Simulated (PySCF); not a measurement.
The dipole of `C/C([SiH3])=P\C1CC1` from its density and from atomic charges.

Coordinates (GFN2-xTB, Å) and charges (e) from the PBE0/pcSseg-1 density (PySCF):

```csv
atom,x,y,z,Mulliken,IAO,Hirshfeld,ESP-fitted
C1,0.928,1.312,0.574,-0.1854,-0.4144,-0.1195,-0.4277
C2,1.282,-0.064,0.097,-0.7739,-0.4875,-0.1324,+0.0613
Si3,3.096,-0.424,-0.265,+0.5722,+0.6034,+0.2883,+0.3172
P4,0.163,-1.306,-0.125,+0.4432,+0.3533,+0.0989,-0.3014
C5,-1.427,-0.499,0.370,-0.5272,-0.3333,-0.0932,+0.3540
C6,-2.238,0.241,-0.659,-0.2055,-0.2875,-0.0865,-0.1663
C7,-2.715,-1.075,-0.140,-0.1760,-0.2831,-0.0913,-0.5507
H8,0.080,1.715,0.021,+0.1441,+0.1574,+0.0444,+0.0859
H9,0.649,1.291,1.630,+0.1370,+0.1576,+0.0489,+0.1362
H10,1.772,1.991,0.464,+0.1263,+0.1415,+0.0424,+0.1390
H11,3.885,-0.134,0.939,-0.0837,-0.1229,-0.0792,-0.0931
H12,3.249,-1.820,-0.661,-0.0852,-0.1095,-0.0745,-0.0703
H13,3.552,0.477,-1.331,-0.0834,-0.1230,-0.0790,-0.0881
H14,-1.433,-0.102,1.381,+0.1572,+0.1492,+0.0447,+0.0177
H15,-2.757,1.138,-0.352,+0.1347,+0.1507,+0.0492,+0.0829
H16,-1.863,0.282,-1.672,+0.1371,+0.1487,+0.0444,+0.1207
H17,-3.570,-1.091,0.521,+0.1330,+0.1511,+0.0495,+0.1740
H18,-2.662,-1.927,-0.803,+0.1354,+0.1485,+0.0443,+0.2088
```

Question: What dipole does each set of charges give (1 e·Å = 4.803 D), and what does the density give?

Answer: The full density gives (-1.15, 1.50, 0.57) D, 1.97 D in size; dipole vectors point from the negative to the positive end.

```tsv
scheme	μx	μy	μz	size (D)	share of the full size (%)	angle to the full dipole (°)
Mulliken	0.52	-0.19	-0.72	0.91	46	137
IAO	0.28	-0.81	-0.35	0.93	47	162
Hirshfeld	-0.45	-0.09	0.03	0.46	23	64
ESP-fitted	-1.15	1.45	0.54	1.93	98	1
```

Question: Which set comes closest?

Answer: Length of the difference vector: ESP-fitted 0.05 D, Hirshfeld 1.82 D, Mulliken 2.71 D, IAO 2.87 D. Closest: ESP-fitted. ESP charges are fitted to the potential around the molecule, whose slowest-falling term is the dipole's. The schemes that divide the density aren't constrained to reproduce the dipole.

Question: What is left for the Hirshfeld atoms' own dipoles?

Answer: The Hirshfeld atoms' densities add up to the full density, so μ = Σ q r + Σ (atomic dipoles). The atomic dipoles sum to (-1.15, 1.50, 0.57) − (-0.45, -0.09, 0.03) = (-0.70, 1.59, 0.54) D, 1.82 D in size.

Question: With the origin at the mean of the coordinates, (0.000, 0.000, -0.001) Å, which are the largest single terms, by size, of the ESP-fitted dipole along the direction of the full one?

Answer: Si3 -3.36, C7 -1.93, P4 +1.62, C1 -1.27, H17 +1.18 D; all 18 atoms together +1.93 D. The single terms depend on the origin, their sum doesn't.

Question: Give the size of the full dipole in other units.

Answer: 1.97 D = 0.777 au = 0.411 e·Å = 6.59 × 10⁻³⁰ C·m.

One conformer (not necessarily the lowest) at the GFN2-xTB geometry, without solvent, vibrations or thermal averaging.

Shape of the structure used: `[CH3:1]/[C:2]([SiH3:3])=[P:4]\[CH:5]1[CH2:6][CH2:7]1`: C2–P4–C5–C6 89°.
